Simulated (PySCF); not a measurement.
# Telling isomers of C7H6F3N apart by NMR

- GIAO PBE0/pcSseg-1 shieldings
- GFN2-xTB geometry
- program: PySCF
- non-relativistic Hamiltonian, one computed conformer, gas phase, fast rotation and ring inversion assumed for equivalent nuclei

δ = σ(ref) − σ, references computed at the same level: TMS for ¹H (31.72 ppm), ¹³C (186.93 ppm). Splittings of carbon signals by F and P are missing where no couplings were computed. Where no couplings were computed, multiplicities follow the n + 1 count of equivalent neighbours, and m marks all less simple cases (inequivalent or close neighbours, rings, F or P nearby). Shifts are as computed. Against solution values, carbons near 30 ppm lie about +3 ppm off and those near 130 ppm about +5 ppm. Of 1211 compounds with measured shifts, 218 miss one by over three times the rms of a fit or turn the order of signals round; such compounds aren't used in these exercises.

(1) Tabulate the signals of `N#CC/C=C\C=C/C(F)(F)F`, `FC(F)(F)Cc1cccnc1` and their relative energies.

(2) What is the quickest way to tell N#CC/C=C\C=C/C(F)(F)F from FC(F)(F)Cc1cccnc1?

## Answers

(1) 
```json
{"SMILES": "N#CC/C=C\\C=C/C(F)(F)F", "carbon types": "2×C 4×CH 1×CH2", "δC": "139.7, 135.8, 135.5, 132.3, 131.1, 119.6, 17.0", "δH": "7.18 (m, 1H), 6.95 (m, 1H), 6.05 (m, 1H), 6.05 (m, 1H), 3.21 (d, 2H)", "E rel. (kcal/mol)": "42.5"}
{"SMILES": "FC(F)(F)Cc1cccnc1", "carbon types": "2×C 4×CH 1×CH2", "δC": "157.6, 155.7, 144.4, 134.6, 131.6, 128.3, 42.8", "δH": "9.02 (d, 1H), 8.98 (s, 1H), 7.96 (d, 1H), 7.50 (m, 1H), 3.30 (m, 2H)", "E rel. (kcal/mol)": "0.0"}
```

Energies are electronic energies at PBE0/pcSseg-1 on these geometries, without zero-point or thermal terms, each for the one conformer computed, which needn't be the lowest.

(2) Both give the same number of carbon signals, with the same numbers of each carbon type, so the positions decide. The first has an allylic sp3 CH2 at 17.0 ppm, the second an sp3 CH2 on an aromatic ring at 42.8 ppm. Their most deshielded carbons lie at 139.7 and 157.6 ppm. In the proton spectra the most deshielded non-exchanging signals are 7.18 (m, 1H) and 9.02 (d, 1H).
